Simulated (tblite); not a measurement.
C6H14OP2.
Numbering: `[CH3:1][PH:2][CH2:3][CH2:4][PH:5][CH2:6][C:7]([CH3:8])=[O:9]` (hydrogens: H10, H11, H12 on C1; H13 on P2; H14, H15 on C3; H16, H17 on C4; H18 on P5; H19, H20 on C6; H21, H22, H23 on C8)

Computed with GFN2-xTB (tblite), gas phase: L-BFGS steps from a force-field or distance-geometry start until the largest atomic force falls under 0.01 eV/Å.

Step 104: E = -790.8092 eV
```
atom  x, y, z in Å  |  force x, y, z in eV/Å
C1      4.3413   -0.7019   -0.4995    0.006   0.005  -0.005
P2      2.6177   -1.3736   -0.4621    0.001  -0.002  -0.021
C3      1.7479    0.1857    0.0723   -0.009   0.000   0.007
C4      0.3078   -0.1054    0.4741   -0.009   0.009   0.007
P5     -0.4721    1.4094    1.2361    0.010  -0.024  -0.005
C6     -2.2504    0.8438    1.1667    0.012   0.005   0.009
C7     -2.7623    0.6173   -0.2376   -0.003   0.039  -0.010
C8     -3.8718   -0.3955   -0.3404   -0.003  -0.005   0.007
O9     -2.3243    1.2110   -1.1889   -0.017  -0.019   0.008
H10     4.4320   -0.0176   -1.3419    0.007   0.002  -0.009
H11     4.5833   -0.1774    0.4228    0.008   0.007  -0.003
H12     5.0382   -1.5238   -0.6479    0.007  -0.008   0.008
H13     2.7109   -1.9088    0.8317   -0.006  -0.004   0.002
H14     1.7629    0.8815   -0.7729    0.000   0.001   0.008
H15     2.2914    0.6521    0.9004    0.004  -0.015   0.010
H16     0.2841   -0.9039    1.2254   -0.003   0.015  -0.002
H17    -0.2669   -0.4366   -0.3946   -0.005   0.003   0.013
H18    -0.5389    2.1346    0.0468   -0.006   0.001  -0.007
H19    -2.8537    1.6420    1.6126   -0.001  -0.002  -0.003
H20    -2.3768   -0.0457    1.7889   -0.006   0.002   0.001
H21    -4.6185   -0.2216    0.4315    0.017  -0.008  -0.015
H22    -4.3325   -0.3479   -1.3237    0.002  -0.012  -0.002
H23    -3.4541   -1.3907   -0.1913   -0.004   0.010   0.001
```

Step 105: E = -790.8093 eV
```
atom  x, y, z in Å  |  force x, y, z in eV/Å
C1      4.3398   -0.7033   -0.5006    0.007   0.003  -0.004
P2      2.6160   -1.3746   -0.4614   -0.003  -0.002  -0.021
C3      1.7455    0.1852    0.0722   -0.004  -0.002   0.007
C4      0.3053   -0.1047    0.4755   -0.002   0.007   0.002
P5     -0.4726    1.4114    1.2373    0.009  -0.029  -0.006
C6     -2.2514    0.8468    1.1680    0.018   0.006   0.013
C7     -2.7618    0.6199   -0.2370   -0.035   0.026   0.042
C8     -3.8661   -0.3985   -0.3418    0.001  -0.001   0.004
O9     -2.3274    1.2184   -1.1859    0.003   0.003  -0.042
H10     4.4314   -0.0211   -1.3447    0.004   0.002  -0.008
H11     4.5829   -0.1768    0.4203    0.005   0.008  -0.001
H12     5.0364   -1.5258   -0.6470    0.006  -0.009   0.008
H13     2.7098   -1.9094    0.8327   -0.005   0.000   0.000
H14     1.7608    0.8802   -0.7737   -0.003  -0.001   0.012
H15     2.2898    0.6517    0.8997    0.002  -0.014   0.009
H16     0.2821   -0.9027    1.2276   -0.004   0.018  -0.006
H17    -0.2707   -0.4364   -0.3924    0.000   0.004   0.019
H18    -0.5392    2.1360    0.0477   -0.005   0.002  -0.008
H19    -2.8536    1.6461    1.6136   -0.003  -0.006  -0.007
H20    -2.3783   -0.0425    1.7901   -0.007   0.000   0.004
H21    -4.6130   -0.2332    0.4320    0.025  -0.009  -0.015
H22    -4.3287   -0.3485   -1.3239   -0.002  -0.013  -0.010
H23    -3.4416   -1.3915   -0.1996   -0.006   0.005   0.006
```

Step 106: E = -790.8096 eV
```
atom  x, y, z in Å  |  force x, y, z in eV/Å
C1      4.3364   -0.7058   -0.5027    0.006   0.001  -0.003
P2      2.6118   -1.3760   -0.4600   -0.002   0.000  -0.015
C3      1.7408    0.1845    0.0724    0.005  -0.007   0.006
C4      0.3009   -0.1038    0.4785    0.010   0.003  -0.004
P5     -0.4733    1.4139    1.2401    0.010  -0.023  -0.007
C6     -2.2529    0.8523    1.1696    0.018   0.005   0.016
C7     -2.7612    0.6256   -0.2357   -0.039   0.045   0.036
C8     -3.8547   -0.4039   -0.3446    0.003   0.005  -0.003
O9     -2.3333    1.2334   -1.1821   -0.003  -0.009  -0.035
H10     4.4294   -0.0280   -1.3500    0.000   0.002  -0.006
H11     4.5812   -0.1757    0.4158    0.000   0.008  -0.002
H12     5.0319   -1.5301   -0.6454    0.003  -0.010   0.008
H13     2.7075   -1.9099    0.8347   -0.006   0.005  -0.005
H14     1.7561    0.8781   -0.7748   -0.007  -0.002   0.013
H15     2.2865    0.6521    0.8983    0.002  -0.013   0.011
H16     0.2787   -0.9011    1.2314   -0.004   0.018  -0.005
H17    -0.2773   -0.4357   -0.3878    0.002   0.004   0.018
H18    -0.5385    2.1385    0.0501   -0.005   0.001  -0.004
H19    -2.8534    1.6534    1.6142   -0.005  -0.009  -0.008
H20    -2.3818   -0.0367    1.7917   -0.007  -0.001   0.010
H21    -4.6004   -0.2555    0.4336    0.030  -0.007  -0.011
H22    -4.3224   -0.3500   -1.3239   -0.003  -0.014  -0.017
H23    -3.4169   -1.3926   -0.2147   -0.007  -0.004   0.010
```

Problem. Estimate the geometry and energy of step 107. (The exact step hangs on the optimiser's Hessian estimate; all steps are aligned on step 106, rigid shifts and turns removed.)

Solution. E = -790.8100 eV, largest force 0.064 eV/Å
```
atom  x, y, z in Å  |  force x, y, z in eV/Å
C1      4.3309   -0.7095   -0.5058    0.004  -0.002  -0.004
P2      2.6050   -1.3781   -0.4591    0.002   0.002  -0.002
C3      1.7333    0.1831    0.0729    0.020  -0.013   0.003
C4      0.2941   -0.1026    0.4835    0.027  -0.006  -0.014
P5     -0.4738    1.4177    1.2439    0.007  -0.001  -0.006
C6     -2.2545    0.8611    1.1724    0.007   0.003   0.010
C7     -2.7607    0.6358   -0.2337   -0.041   0.039   0.029
C8     -3.8363   -0.4120   -0.3492    0.004   0.013  -0.008
O9     -2.3431    1.2559   -1.1767   -0.006  -0.009  -0.028
H10     4.4264   -0.0391   -1.3588   -0.005   0.002   0.000
H11     4.5773   -0.1728    0.4087   -0.007   0.005  -0.008
H12     5.0248   -1.5366   -0.6417   -0.002  -0.006   0.009
H13     2.7036   -1.9111    0.8365   -0.009   0.012  -0.016
H14     1.7481    0.8753   -0.7756   -0.012  -0.003   0.014
H15     2.2809    0.6518    0.8968    0.004  -0.011   0.013
H16     0.2728   -0.8986    1.2375   -0.003   0.014  -0.001
H17    -0.2881   -0.4348   -0.3797    0.004   0.001   0.008
H18    -0.5367    2.1422    0.0531   -0.004  -0.003   0.005
H19    -2.8533    1.6642    1.6153   -0.006  -0.007  -0.004
H20    -2.3859   -0.0277    1.7940   -0.007   0.000   0.013
H21    -4.5792   -0.2905    0.4360    0.028  -0.001  -0.003
H22    -4.3125   -0.3532   -1.3241    0.000  -0.014  -0.021
H23    -3.3777   -1.3933   -0.2376   -0.006  -0.014   0.010
```

The energy changes by -0.0004 eV. The first-order estimate −F·Δx gives -0.0006 eV and the mean of the old and new forces, exact on a quadratic surface, -0.0004 eV. The step makes an angle of 86° with the force vector and moves no atom by more than 0.045 Å.

The cost below is that of the whole relaxation. Hardware: Intel Xeon 6975P-C, one thread, on a shared host. Cost: 1.7 s of wall time.
